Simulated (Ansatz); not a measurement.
LiAl3. Charge 0, multiplicity 3. Geometry r2SCAN-D4/def2-TZVP; atoms count from 1.

```tsv
atom	x (Å)	y (Å)	z (Å)
Al1	-0.5877	0.8140	-1.1197
Al2	-1.2717	-0.8812	0.5982
Al3	1.0734	-1.0277	-0.7410
Li4	0.7861	1.0950	1.2625
```

At PBE0-D4/def2-TZVP a broken-symmetry singlet of charge 0 lies 0.12 eV below the triplet, each at its own geometry. The structure comes from a short search, and lower isomers may exist.

Estimate the Mulliken populations from the PBE0/def2-TZVP orbitals of Ansatz.


| atom | charge (e) | spin (α − β) |
| --- | --- | --- |
| Al1 | -0.24 | 0.72 |
| Al2 | -0.13 | 0.65 |
| Al3 | -0.12 | 0.65 |
| Li4 | 0.49 | -0.01 |
Mulliken values and Mayer orders depend strongly on the basis.

Where does the spin sit?

Summed by element: Al 2.01, Li -0.01, of 2 unpaired in all. Largest on single atoms: Al1 0.72, Al2 0.65, Al3 0.65.

And the Mayer bond orders between bonded heavy atoms (over 0.3)?

Al1–Al2 1.13 (2.51 Å); Al1–Al3 1.13 (2.51 Å); Al1–Li4 0.31 (2.76 Å); Al2–Al3 0.78 (2.70 Å).
